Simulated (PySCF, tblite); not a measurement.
Compound: C₈H₉N₃.
SMILES: `c12c(cccc1C)nnn2C`

Level of theory: PBE0/pcSseg-1 in PySCF (dipole) on a GFN2-xTB geometry, gas phase.

Take the most abundant isotopes and a rigid rotor. 

(1) What are A, B and C (cm⁻¹)?

(2) What kind of rotor is it?

(3) Is it planar, by Δ = Ic − Ia − Ib?

(4) Where do the levels up to J = 3 lie, in MHz?

(5) Which types of transition are allowed, and where do some lines up to J = 4 fall?

## Answers

(1) Ia = 295.62, Ib = 391.47, Ic = 680.75 u·Å²; 505379 MHz·u·Å²/I gives 1710, 1291 and 742.4 MHz, that is A = 0.05702, B = 0.04306, C = 0.02476 cm⁻¹.

(2) An asymmetric top. Ray's parameter κ = (2B − A − C)/(A − C) = 0.134; −1 is the prolate and +1 the oblate limit.

(3) Not planar: Δ = Ic − Ia − Ib = -6.33 u·Å². For a rigid frame Δ = −2 Σ m c², so Σ m c² = 3.17 u·Å² lies off the ab plane, practically all of it from hydrogen. The atom farthest from that plane is 0.91 Å away.

(4) Above 0(0,0):
J = 1: 1(0,1) 2033, 1(1,1) 2452, 1(1,0) 3001
J = 2: 2(0,2) 5806, 2(1,2) 5970, 2(1,1) 7616, 2(2,1) 8872, 2(2,0) 9166
J = 3: 3(0,3) 11049, 3(1,3) 11094, 3(1,2) 14268, 3(2,2) 14972, 3(2,1) 16123, 3(3,1) 18590, 3(3,0) 18707
The levels of one J sum to (2J + 1)J(J + 1)(A + B + C)/3.

(5) The dipole components are |μa| = 0.80 D, |μb| = 4.52 D, |μc| = 0.02 D. The squared components, which scale the intensities, stand as 0.03 : 1.00 : 0.00 (a : b : c). Some lines, for components of 0.1 D or more:

| type | branch | J(Ka,Kc) | MHz | lower level (cm⁻¹) |
| --- | --- | --- | --- | --- |
| b | Q | 1(1,0) ← 1(0,1) | 967 | 0.068 |
| a | Q | 3(2,1) ← 3(2,2) | 1151 | 0.499 |
| b | Q | 4(3,1) ← 4(2,2) | 2340 | 0.848 |
| a | Q | 4(2,2) ← 4(2,3) | 2559 | 0.762 |
| b | R | 2(1,2) ← 1(0,1) | 3937 | 0.068 |
| b | Q | 4(4,1) ← 4(3,2) | 4559 | 0.904 |
| a | R | 2(1,1) ← 1(1,0) | 4615 | 0.100 |
| b | R | 4(0,4) ← 3(1,3) | 6643 | 0.370 |
| a | R | 3(1,2) ← 2(1,1) | 6652 | 0.254 |
| a | R | 3(2,1) ← 2(2,0) | 6957 | 0.306 |
| b | R | 4(1,3) ← 3(2,2) | 7609 | 0.499 |
| b | R | 4(2,3) ← 3(1,2) | 8591 | 0.476 |
| b | R | 4(4,1) ← 3(3,0) | 12959 | 0.624 |
| b | R | 4(4,0) ← 3(3,1) | 13114 | 0.620 |

Its GFN2-xTB frequencies are all real (lowest 78 cm⁻¹). No vibrational averaging or centrifugal distortion is included, and the geometry carries the error of its method. A rigid rotor knows nothing of internal rotation, which can split or shift real lines. Quadrupole hyperfine structure (14N) is left out.
